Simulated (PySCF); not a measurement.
Si(F)4(OH2)2 (F4H4O2Si), SMILES O->[Si](<-O)(F)(F)(F)F (connectivity only; charge and spin as stated), neutral, multiplicity 1. Atoms are numbered in the order given.

```xyz
11

Si     0.0000     0.0000    -0.2458
F     -0.1883    -1.6340     0.0718
F      0.1883     1.6340     0.0718
F     -1.2873     0.1559    -1.2659
F      1.2873    -0.1559    -1.2659
O     -1.3640     0.1093     1.2882
H     -2.1238     0.5241     0.8270
H     -1.5856    -0.8475     1.3344
O      1.3640    -0.1093     1.2882
H      2.1238    -0.5241     0.8270
H      1.5856     0.8475     1.3344
```

Coordinates come from a PBE-D3(BJ)/def2-SVP optimisation. Other conformers were not sampled.

Method: PBE-D3(BJ)/def2-SVP (PySCF).

Frequencies are harmonic and unscaled.

```
mode  ν (cm⁻¹)  IR (km/mol)  moving atoms (share of kinetic energy)
----  --------  -----------  --------------------------------------
1          146         85.1                  H 54 %, F 30 %, O 14 %
2          148          7.2                  O 40 %, H 31 %, F 28 %
3          191         14.8                  H 42 %, O 36 %, F 21 %
4          219         20.4                  F 39 %, H 37 %, O 17 %
5          244          0.4                  O 38 %, H 37 %, F 26 %
6          264          4.2                  F 72 %, H 14 %, O 11 %
7          298         41.6                 O 68 %, F 16 %, Si 12 %
8          304         28.8                  H 36 %, F 30 %, O 28 %
9          308         14.0         O 52 %, F 26 %, Si 12 %, H 10 %
10         333          7.8                   F 78 %, O 13 %, H 9 %
11         379         78.8                  F 75 %, Si 14 %, H 9 %
12         395        114.3                 F 70 %, H 13 %, Si 10 %
13         417         45.6                 F 67 %, Si 19 %, O 13 %
14         635         21.1                                  F 83 %
15         640        140.5                  H 59 %, F 23 %, O 17 %
16         686        364.7                   H 76 %, O 16 %, F 8 %
17         712         23.9                  H 58 %, F 28 %, O 11 %
18         712        110.9                   H 69 %, F 21 %, O 9 %
19         827        257.9                 F 47 %, Si 39 %, H 13 %
20         911        167.3                 Si 52 %, F 37 %, H 10 %
21         954        265.6                 Si 53 %, F 25 %, H 20 %
22        1563          4.3                                  H 93 %
23        1566        145.4                                  H 93 %
24        3600        114.6                                  H 96 %
25        3602          2.7                                  H 96 %
26        3699         28.8                                  H 93 %
27        3699        262.4                                  H 93 %
```
